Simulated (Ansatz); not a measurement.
Li4⁺, relaxed as a doublet with UKS B3LYP/def2-TZVP in Ansatz, starting from the GFN1-xTB geometry. Force threshold 0.02 eV/Å.

The structure comes from a short search, and lower isomers may exist.

Start:

Cartesian coordinates in Å:
```
Li -0.235 1.176 -0.164
Li -2.136 -0.533 -0.757
Li 2.122 0.560 0.752
Li 0.249 -1.203 0.169
```

```
        step  energy (eV)  largest force component (eV/Å)  SCF passes
           1    -812.8916                           0.920          24
           2    -813.2731                           0.408          27
           3    -813.3789                           0.136          26
4 (rejected)    -813.3311                           0.325          28
           5    -813.3957                           0.025          25
           6    -813.3964                           0.001          23
```

Force components are those of the run's own axes.

End:

| atom | x (Å) | y (Å) | z (Å) |
| --- | --- | --- | --- |
| Li1 | -0.275 | 1.340 | -0.190 |
| Li2 | -2.596 | -0.663 | -0.920 |
| Li3 | 2.595 | 0.666 | 0.921 |
| Li4 | 0.276 | -1.344 | 0.189 |

By distances, no bond broke or formed, bridged metal pairs apart. The bond that changes most is Li1–Li3, from 2.60 to 3.15 Å (atoms count from 1). Metal–metal contacts that move far: Li1–Li3 2.60 to 3.15 Å, Li1–Li2 2.62 to 3.15 Å, Li3–Li4 2.64 to 3.15 Å, Li2–Li4 2.65 to 3.15 Å.

No frequencies were taken in this run, so the end may be a saddle point.

It took 3.4 s on 4 threads of Arm Neoverse V1 on a shared host.
